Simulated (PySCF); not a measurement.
chloro(chlorosilylmethyl)silane (CH6Cl2Si2), SMILES Cl[SiH2]C[SiH2]Cl. Geometry optimised at PBE0-D3(BJ)/def2-SVP. Other conformers were not sampled.

Q: Give the equilibrium geometry at PBE0-D3(BJ)/def2-SVP (PySCF confirms it by a frequency run) as a Z-matrix. (An estimate is asked for; the answer gives what the named calculation found.)

A: One answer among several that fit: 
```
C
H 1 1.1027
H 1 1.1044 2 107.30
Si 1 1.8684 2 109.99 3 -117.21
H 4 1.4891 1 112.22 2 40.10
H 4 1.4893 5 110.11 1 -123.63
Si 1 1.8751 2 108.67 3 117.07
H 7 1.4857 1 111.32 2 44.53
H 7 1.4895 8 110.72 1 -123.54
Cl 7 2.0766 8 107.71 9 -117.38
Cl 4 2.0796 5 107.87 6 -117.04
```
